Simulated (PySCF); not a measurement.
Job file and geometry (Å, from GFN2-xTB) of an NMR shielding run on `C[SiH](C)SCC(F)F`, C₄H₁₀F₂SSi, GIAO PBE0/pcSseg-1 NMR shielding, non-relativistic, gas phase (PySCF 2.14.0, density-fitted response routines); density fitting, a coarse starting grid and PySCF grid level 2 are the driver's defaults:

```
$ OMP_NUM_THREADS=1 python probes_run.py task.json out

{"job": {"kind": "nmr", "xc": "PBE0", "basis": "pcSseg-1"}, "charge": 0, "multiplicity": 1}
C     -1.049920     1.570064    -0.335564
Si    -0.968035    -0.250773     0.196024
C     -2.631217    -1.129781    -0.017599
S      0.364403    -1.333417    -1.154897
C      1.778300    -0.201222    -1.308892
C      2.610184    -0.173971    -0.043110
F      2.038128     0.610372     0.905557
F      3.827244     0.375003    -0.284542
H     -0.130570     2.097288    -0.097467
H     -1.233155     1.670988    -1.403351
H     -1.855898     2.077710     0.185043
H     -0.428560    -0.413067     1.546132
H     -3.043316    -0.968686    -1.009520
H     -2.528079    -2.201110     0.122702
H     -3.351376    -0.765609     0.707384
H      1.432019     0.801288    -1.555083
H      2.394784    -0.586523    -2.120300
H      2.766305    -1.172239     0.391067
```

**Question.** What does the program print?

**Answer.** 
```
coarse grid: 15968 points
cycle   1  E = -1044.9858488793  dE =  6.686e-01  |g| = 7.649e-01  |ddm| = 3.662e+00
cycle   2  E = -1044.9131882622  dE =  7.266e-02  |g| = 1.035e+00  |ddm| = 1.110e+00
cycle   3  E = -1045.0966318410  dE = -1.834e-01  |g| = 8.711e-02  |ddm| = 6.303e-01
cycle   4  E = -1045.0979614650  dE = -1.330e-03  |g| = 3.361e-02  |ddm| = 9.429e-02
cycle   5  E = -1045.0982040715  dE = -2.426e-04  |g| = 5.334e-03  |ddm| = 3.185e-02
cycle   6  E = -1045.0982113310  dE = -7.260e-06  |g| = 2.087e-03  |ddm| = 9.745e-03
final grid: 145432 points
cycle   7  E = -1045.1599705430  dE = -4.443e-05  |g| = 1.156e-02  |ddm| = 3.072e-02
cycle   8  E = -1045.1599483777  dE =  2.217e-05  |g| = 1.532e-02  |ddm| = 2.249e-02
cycle   9  E = -1045.1600015010  dE = -5.312e-05  |g| = 1.033e-03  |ddm| = 1.301e-02
cycle  10  E = -1045.1600016866  dE = -1.856e-07  |g| = 3.112e-04  |ddm| = 1.031e-03
cycle  11  E = -1045.1600017063  dE = -1.964e-08  |g| = 4.994e-05  |ddm| = 3.063e-04
cycle  12  E = -1045.1600017069  dE = -6.216e-10  |g| = 1.626e-05  |ddm| = 8.622e-05
converged SCF energy = -1045.1600017069

GIAO shielding tensors (ppm)
atom      isotropic    diamagn.    paramagn.     s11        s22        s33       span
  0 C      188.571     256.035     -67.464    178.402    192.142    195.169     16.766
  1 Si     347.231     880.913    -533.682    312.503    360.783    368.407     55.904
  2 C      189.178     253.947     -64.769    184.827    187.325    195.383     10.556
  3 S      655.849    1060.351    -404.502    569.852    586.531    811.164    241.312
  4 C      151.618     253.933    -102.315    133.078    150.826    170.951     37.873
  5 C       60.492     239.907    -179.415     45.502     62.278     73.697     28.195
  6 F      310.731     477.931    -167.201    221.444    335.456    375.293    153.849
  7 F      289.425     467.532    -178.107    192.033    324.888    351.355    159.322
  8 H       30.869      33.016      -2.146     25.206     30.422     36.980     11.774
  9 H       31.562      31.733      -0.170     27.656     29.110     37.921     10.264
 10 H       31.429      30.666       0.763     26.700     28.323     39.265     12.565
 11 H       26.493      30.931      -4.438     22.623     25.782     31.076      8.453
 12 H       31.404      30.325       1.080     27.019     29.363     37.832     10.814
 13 H       31.377      30.293       1.084     26.129     29.462     38.540     12.411
 14 H       31.508      29.477       2.031     26.721     28.233     39.571     12.851
 15 H       28.811      32.593      -3.783     24.136     29.098     33.197      9.061
 16 H       28.977      29.762      -0.785     22.405     28.088     36.439     14.033
 17 H       25.655      28.362      -2.707     22.425     25.619     28.922      6.497
```

**Question.** Turn these shieldings into chemical shifts. References, each an isolated molecule treated in the same way: $^{13}$C (186.93 ppm), $^{29}$Si (349.16 ppm), $^{1}$H (31.72 ppm) against TMS; $^{33}$S (503.73 ppm) against CS2; $^{19}$F (170.95 ppm) against CFCl3.

**Answer.** Averaging equivalent atoms: C 5: 126.4; C 4: 35.3; C 0/2: -1.9; Si 1: 1.9; S 3: -152; F 6/7: -129.1; H 17: 6.06; H 11: 5.22; H 15/16: 2.82; H 8/9/10/12/13/14: 0.36 ppm. Unscaled 19F shifts against computed CFCl3 carry errors that often reach 10 to 50 ppm.

Size and cost of the density-fitted run: 200 basis functions, 42 s wall time on 1 thread of an AMD EPYC 7R43 64-Core, shared host; peak memory 0.9 GiB.
